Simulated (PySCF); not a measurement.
# Orbital picture of GeB

M06 at R = 1.984 Å; basis Ge def2-TZVPP, B def2-TZVPP; no relativity; PySCF 2.14. State: ⁴Σ⁻ (quartet), unpaired electrons σ ↑, π ↑↑. Only the outer orbitals are listed, counted within each symmetry.

```csv
spin,orbital,occ.,ε (eV),on Ge (%),main shells (%)
α,8σ,1,-15.09,70,"64 Ge s, 26 B s"
α,9σ,1,-9.88,45,"52 B s, 30 Ge s, 15 Ge p"
α,4π,1,-6.26,55,"53 Ge p, 44 B p"
α,4π,1,-6.26,55,"53 Ge p, 44 B p"
α,10σ,1,-6.13,40,"45 B p, 38 Ge p, 15 B s"
α,5π,0,-1.42,51,"49 B p, 47 Ge p"
α,5π,0,-1.42,51,"49 B p, 47 Ge p"
β,8σ,1,-13.75,80,"75 Ge s, 16 B s"
β,9σ,1,-8.19,54,"46 B s, 27 Ge p, 25 Ge s"
β,4π,0,-3.36,72,"72 Ge p, 26 B p"
β,4π,0,-3.36,72,"72 Ge p, 26 B p"
β,10σ,0,-2.49,28,"38 B s, 34 B p, 31 Ge p"
```

Which are the highest filled and the lowest empty level, where do they sit, and how wide is the gap?

Highest filled α 10σ at -6.13 eV (in %: 45 B p, 38 Ge p, 15 B s); lowest empty β 4π at -3.36 eV (in %: 72 Ge p, 26 B p); the gap at M06 is 2.77 eV.

| Quantity | Value |
| --- | --- |
| bond order (Mayer) | 1.83 |
| ⟨S²⟩ | 3.753 |
| charge on Ge (Mulliken, basis-dependent) | 0.01 |
| charge on Ge (Löwdin, basis-dependent) | 0.43 |
| dipole moment (positive dipole means Ge(−)B(+)) | -1.11 D |

Spin–orbit coupling is left out. The state was picked by a PBE0 search and need not be the measured ground state.
